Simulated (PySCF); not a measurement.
CH10FNSi3, SMILES F[Si@@H](C[SiH3])[SiH2]N. The structure is a stationary point at PBE-D3(BJ)/def2-SVP. The structure was generated by enumeration; whether it is a known compound was not checked. One conformer was computed; it need not be the lowest.

Computed equilibrium geometry at PBE-D3(BJ)/def2-SVP (PySCF confirms it by a frequency run) as bond lengths and angles (one conformer of several):
Atoms: N1 Si2 Si3 F4 C5 Si6 H7 H8 H9 H10 H11 H12 H13 H14 H15 H16. Bonded distances (Å): N1–Si2 1.750, N1–H7 1.024, N1–H8 1.024, Si2–Si3 2.352, Si2–H9 1.521, Si2–H10 1.507, Si3–F4 1.655, Si3–C5 1.884, Si3–H11 1.508, C5–Si6 1.899, C5–H12 1.112, C5–H13 1.111, Si6–H14 1.506, Si6–H15 1.502, Si6–H16 1.505. Angles (°): Si2–N1–H7 118.3, Si2–N1–H8 117.9, H7–N1–H8 109.7, N1–Si2–Si3 109.4, N1–Si2–H9 117.3, N1–Si2–H10 107.9, Si3–Si2–H9 106.4, Si3–Si2–H10 109.6, H9–Si2–H10 106.0, Si2–Si3–F4 109.4, Si2–Si3–C5 112.0, Si2–Si3–H11 112.0, F4–Si3–C5 107.7, F4–Si3–H11 106.4, C5–Si3–H11 109.1, Si3–C5–Si6 113.5, Si3–C5–H12 108.0, Si3–C5–H13 110.5, Si6–C5–H12 108.9, Si6–C5–H13 108.6, H12–C5–H13 107.1, C5–Si6–H14 110.3, C5–Si6–H15 110.6, C5–Si6–H16 109.9, H14–Si6–H15 108.5, H14–Si6–H16 108.4, H15–Si6–H16 109.1.
Charge 0, spin multiplicity 1.
